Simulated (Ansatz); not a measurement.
Ansatz (an electronic-structure program) input (r2SCAN/def2-SV(P)): A basis named .json is the Basis Set Exchange file of that set (core-valence sets with the plain set on hydrogen).

Ansatz 0.2 input:
```yaml
crystal:
  periodic: [false, false, false]
  atoms:
    - {symbol: N, position_ang: [0.00000000, 0.00000000, 0.00000000]}
basis:
  gaussian:
    orbitals: def2-SV_P_.json
hamiltonian:
  xc: {name: r2SCAN}
magnetization: {spin_polarized: true, initial_magnetization: 3}
scf: {lower_state_search: full}
```

Output:

```
Functional definition: r2SCAN
integrals: 0.00 GiB planned
70 factors; integrals over basis functions are off by at most 1.4e-4 eV
mean field: 0.05 GiB planned
mean field evaluation 1: about -1483.3195 eV, gradient 4.9e0 eV
mean field evaluation 2: about -1483.3157 eV, gradient 4.9e0 eV
mean field evaluation 4: about -1483.4397 eV, gradient 4.9e-2 eV
mean field evaluation 8: about -1483.4397 eV, gradient 1.2e-5 eV
mean field evaluation 16: about -1483.4409 eV, gradient 5.7e-1 eV
mean field evaluation 32: about -1483.4397 eV, gradient 9.8e-5 eV
mean field -1483.43973994 eV, -54.5154049313 hartree, gradient 1.3e-5 eV, S^2 3.754621; 2 other end points of the search recorded, 0 dependent functions left out
reference -1483.43974213 eV, -54.5154050116 hartree; 5, 2 occupied and 9, 12 virtual orbitals, 70 factors
Total energy: -1483.43974213 eV, -54.5154050116 hartree
```
